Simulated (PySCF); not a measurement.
Isomers of C4H11As, mass 134.008 u with the commonest isotopes. Computed with PBE0-D3(BJ)/def2-SVP geometry optimisation, gas phase in PySCF. One conformer each, none proved a minimum here; rigid rotors.

Question: Order these by out-of-plane moment Σ m c² = (Ia + Ib − Ic)/2, smallest first.
A. `[CH3:1][CH:2]([CH3:3])[CH2:4][AsH2:5]` with C1–C2–C4–As5 176°, C2–C4–As5–H -162° and -70°
B. `[CH3:1][CH2:2][CH2:3][CH2:4][AsH2:5]` with C1–C2–C3–C4 180°, C2–C3–C4–As5 180°, C3–C4–As5–H -46° and 46°
C. `[CH3:1][CH2:2][C@H:3]([CH3:4])[AsH2:5]` with C1–C2–C3–C4 -63°, C2–C3–As5–H -45° and 47°
D. `CC[As](C)C` (AsMe2Et)

Answer: B (8.70 u·Å²), C (12.19 u·Å²), A (12.70 u·Å²), D (35.11 u·Å²).

Question: Order these by rotational constant B, smallest first.
A. AsMe2Et, `CC[As](C)C`
B. `[CH3:1][CH2:2][CH2:3][CH2:4][AsH2:5]` with C1–C2–C3–C4 180°, C2–C3–C4–As5 180°, C3–C4–As5–H -46° and 46°
C. `[CH3:1][CH2:2][C@H:3]([CH3:4])[AsH2:5]` with C1–C2–C3–C4 -63°, C2–C3–As5–H -45° and 47°
D. `[CH3:1][CH:2]([CH3:3])[CH2:4][AsH2:5]` with C1–C2–C4–As5 176°, C2–C4–As5–H -162° and -70°

Answer: B (879.0 MHz), D (1370 MHz), C (1489 MHz), A (2298 MHz).

Question: Order these by radius of gyration √(Σ m r²/M), smallest first.
A. `CC[As](C)C` (AsMe2Et)
B. `[CH3:1][CH2:2][CH2:3][CH2:4][AsH2:5]` with C1–C2–C3–C4 180°, C2–C3–C4–As5 180°, C3–C4–As5–H -46° and 46°
C. `[CH3:1][CH:2]([CH3:3])[CH2:4][AsH2:5]` with C1–C2–C4–As5 176°, C2–C4–As5–H -162° and -70°
D. `[CH3:1][CH2:2][C@H:3]([CH3:4])[AsH2:5]` with C1–C2–C3–C4 -63°, C2–C3–As5–H -45° and 47°

Answer: A (1.485 Å), D (1.748 Å), C (1.785 Å), B (2.118 Å).

| SMILES | point group | Ia (u·Å²) | Ib (u·Å²) | Ic (u·Å²) | κ | μa (D) | μb (D) | μc (D) |
| --- | --- | --- | --- | --- | --- | --- | --- | --- |
| CC[C@H](C)[AsH2] | C1 | 82.00 | 339.50 | 397.12 | -0.91 | 1.18 | 0.07 | 0.01 |
| CC[As](C)C | C1 | 110.68 | 219.95 | 260.41 | -0.73 | 0.12 | 0.05 | 1.04 |
| CC(C)C[AsH2] | C1 | 70.80 | 368.79 | 414.18 | -0.95 | 0.91 | 0.61 | 0.06 |
| CCCC[AsH2] | Cs | 34.88 | 574.95 | 592.43 | -1.00 | 1.17 | 0.07 | 0.00 |
